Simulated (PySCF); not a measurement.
AlBr2, SMILES [Br][Al+][Br], charge +1. Geometry: B3LYP-D3(BJ)/def2-TZVP. The spin state was assumed, not searched. The isomer is the one that the SMILES or the coordinates give; other isomers of the formula were not compared.

PySCF with TDDFT-LC-ωPBE/def2-SVPD puts the lowest singlet excitations at 5.48, 5.48, 5.91, 5.91, 6.82, 6.87 eV.

Question: What are the lowest excitation roots from ADC(2)/aug-cc-pVDZ (PySCF)? (The exact figures need the calculation; the answer reports its results.)

Answer: 5.28, 5.28, 5.83, 5.83, 6.64, 6.69 eV. S1 differs by -0.20 eV (second minus first; roots are paired by order, and the bases may differ).
